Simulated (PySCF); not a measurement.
Cartesian coordinates in Å; atom numbers follow the order of the lines, from 1:
```xyz
19

C    -2.9388   -0.4987   -0.4380
C    -2.2379    0.0562    0.7993
Si   -0.5408   -0.7073    1.1191
Si    0.8199   -0.3560   -0.7616
C     0.3850    1.3741   -1.3329
N     0.0482    2.4480   -1.6172
O     2.4314   -0.4112   -0.4144
Si    3.7729    0.4360    0.0930
H    -2.3721   -0.2815   -1.3584
H    -3.0672   -1.5913   -0.3818
H    -3.9383   -0.0557   -0.5668
H    -2.8511   -0.1022    1.7030
H    -2.0987    1.1471    0.7094
H     0.1473   -0.0687    2.2851
H    -0.6415   -2.1797    1.3743
H     0.5387   -1.2365   -1.9284
H     4.5772   -0.4563    0.9737
H     3.3509    1.6497    0.8533
H     4.5840    0.8414   -1.0903
```

Geometry: PBE0-D3(BJ)/def2-SVP; GIAO shifts from PySCF, gas phase, non-relativistic, averaged over equivalent atoms.

At WP04/pcSseg-1 (212 basis functions, 75 s wall time on 1 thread of an Arm Neoverse N1, shared host):
```csv
atoms,δ (ppm)
C5,124.0
C1,14.1
C2,5.3
Si4,-40.8
Si8,-42.9
Si3,-53.1
N6,351.4
O7,-5.9
H16,4.67
H17/H18/H19,4.25
H14,3.35
H15,3.23
H13,1.08
H9/H10/H11,1.00
H12,0.83
```

References, each an isolated molecule treated in the same way: $^{13}$C (σ = 172.44 ppm), $^{29}$Si (σ = 338.69 ppm), $^{1}$H (σ = 31.56 ppm) vs TMS; NH3 for $^{15}$N (σ = 246.90 ppm); H2O for $^{17}$O (σ = 317.54 ppm).

Estimate the result of repeating the calculation with PBE0/pcSseg-1.

## Answers


| atoms | δ at PBE0/pcSseg-1 | change |
| --- | --- | --- |
| C5 | 127.4 | +3.4 |
| C1 | 12.2 | -1.9 |
| C2 | 2.0 | -3.3 |
| Si4 | -34.3 | +6.5 |
| Si8 | -33.5 | +9.4 |
| Si3 | -64.7 | -11.6 |
| N6 | 373.0 | +21.6 |
| O7 | -2.7 | +3.2 |
| H16 | 5.52 | +0.85 |
| H17/H18/H19 | 5.04 | +0.79 |
| H14 | 3.94 | +0.59 |
| H15 | 3.80 | +0.57 |
| H13 | 1.13 | +0.05 |
| H9/H10/H11 | 1.01 | +0.01 |
| H12 | 0.90 | +0.07 |

References, each an isolated molecule treated in the same way: $^{13}$C (σref 184.41) and $^{29}$Si (σref 351.99) and $^{1}$H (σref 31.27) vs TMS; NH3 for $^{15}$N (σref 265.67); $^{17}$O (σref 334.56) against H2O.

The largest change is at N6 (nitrile nitrogen). Cost: 212 basis functions, 79 s wall time on 1 thread of an Arm Neoverse N1, shared host. The order of the carbon signals is the same at both levels.

Experimental scales use liquid or dissolved standards, which lie at an offset from isolated NH3 (liquid NH3: subtract about 20 ppm) and H2O (liquid H2O: subtract about 36 ppm). Unscaled 15N shifts of sp2 nitrogen come out 20 to 40 ppm too high even then.
